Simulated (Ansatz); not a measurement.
System: GeF2, charge 0, singlet. GeF2 (SMILES [F][Ge][F]).
B3LYP-D3(BJ)/def2-TZVP minimum from Ansatz (a first-principles code):
```xyz
3

Ge     0.0109    -0.0062     0.4176
F      0.6316     1.1604    -0.7423
F     -0.6702    -1.1385    -0.7424
```

Total energies in hartree (Ansatz). UHF or UKS for unpaired electrons; spin-orbit terms are left out. Correlated methods leave the cores frozen (noble-gas shells, and filled d and f shells in the p block). No relativity.

| species | HF/cc-pVTZ | CCSD(T)/cc-pVTZ | HF/cc-pVQZ | CCSD(T)/cc-pVQZ | CCSDT(Q)/cc-pVTZ |
|---|---|---|---|---|---|
| 1: GeF2 (SMILES [F][Ge][F]) | -2274.43897 | -2275.06446 | -2274.46291 | -2275.14274 | -2275.06569 |
| 2: Ge (triplet) | -2075.36107 | -2075.42794 | -2075.36359 | -2075.43284 | -2075.42848 |
| 3: F (doublet) | -99.40552 | -99.62036 | -99.41377 | -99.65026 | -99.62061 |

**Question.** Work out the atomisation energy (electronic, to ground-state atoms) in kcal/mol: take Hartree-Fock from cc-pVQZ, extrapolate the CCSD(T) correlation energy as X^-3 (X = 3, 4), and add CCSDT(Q) - CCSD(T) in cc-pVTZ. 1 hartree = 627.51 kcal/mol.

**Answer.** 
Species 1: correlation (64·(-0.67983) - 27·(-0.62549))/37 = -0.71948; step -0.00123; E1 = -2274.46291 + (-0.71948) + (-0.00123) = -2275.18362
Species 2: correlation (64·(-0.06925) - 27·(-0.06687))/37 = -0.07099; step -0.00054; E2 = -2075.36359 + (-0.07099) + (-0.00054) = -2075.43512
Species 3: correlation (64·(-0.23649) - 27·(-0.21484))/37 = -0.25229; step -0.00025; E3 = -99.41377 + (-0.25229) + (-0.00025) = -99.66631
-1·E1 +1·E2 +2·E3 = 0.41588 hartree = 261.0 kcal/mol.
